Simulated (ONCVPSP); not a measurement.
V (Z = 23) ONCV: all-electron and pseudo phase curves

ONCVPSP 4.0.1 input, shortened (lines: element, Z, core and valence counts, functional; n l f; lmax; l rc ep ncon nbas qcut; lloc lpopt rc5 dvloc0; l nproj debl; icmod fcfact rcfact), BLYP, scalar-relativistic:

```
  V 23.00    3    4  -106131      upf
    1    0    2.00
    2    0    2.00
    2    1    6.00
    3    0    2.00
    3    1    6.00
    3    2    3.00
    4    0    2.00
    2
    0    1.55    0.00    4    7    8.70
    1    0.95    0.00    5    8    8.40
    2    1.15    0.00    3    7    8.50
    4    5    0.75    3.00
    0    2    0.90
    1    3    3.60
    2    2    2.80
    1    0.70    0.00
```

The phase is arctan(r·R′/R) of the radial function R(r), unwrapped; energies in Ha, scanned from -4 to 5 Ha. A pole is an energy at which the radial function vanishes at the test radius. The pseudo phase is shifted by a multiple of π to meet the all-electron one at the reference energy, and phase errors are pseudo minus all-electron; the curves can meet again beyond the range given. Levels narrower than the energy grid can be missing from the lists of poles.

```
channel  radius (bohr)  reference energy (Ha)  poles, all-electron  poles, pseudo  unbroken range about the reference energy with phases within 0.05 rad  phase error 1 Ha above the reference energy (rad)
      s           1.58                  -0.17                -2.11          -2.11                                                        the whole range                                             -0.000
      p           0.97                  -1.61                 4.00           4.00                                                        the whole range                                             +0.000
      d           1.17                  -0.19                 2.08           2.08                                                        the whole range                                             -0.000
```

Note: ghosts flagged at negative energy: p at -291.7 eV; GHOST(+) flagged for s at 263.6 eV. A true bound ghost makes a file unfit for plane-wave use.

Phases in the d channel:

```tsv
E (Ha)	all-electron	pseudo
-3.98	1.082	1.082
-3.74	1.054	1.054
-3.50	1.022	1.021
-3.26	0.984	0.983
-3.02	0.938	0.938
-2.78	0.884	0.883
-2.54	0.816	0.816
-2.30	0.733	0.732
-2.06	0.626	0.625
-1.82	0.491	0.490
-1.58	0.318	0.317
-1.34	0.105	0.103
-1.10	-0.141	-0.142
-0.86	-0.396	-0.397
-0.62	-0.630	-0.631
-0.38	-0.827	-0.828
-0.14	-0.985	-0.985
0.10	-1.108	-1.109
0.34	-1.206	-1.207
0.58	-1.286	-1.286
0.82	-1.351	-1.351
1.06	-1.405	-1.405
1.30	-1.452	-1.452
1.54	-1.493	-1.493
1.78	-1.530	-1.530
2.02	-1.563	-1.563
2.26	-1.595	-1.595
2.50	-1.625	-1.625
2.74	-1.653	-1.653
2.98	-1.682	-1.682
3.22	-1.711	-1.711
3.46	-1.740	-1.740
3.70	-1.771	-1.771
3.94	-1.804	-1.804
4.18	-1.840	-1.841
4.42	-1.881	-1.881
4.66	-1.926	-1.927
4.90	-1.979	-1.980
```
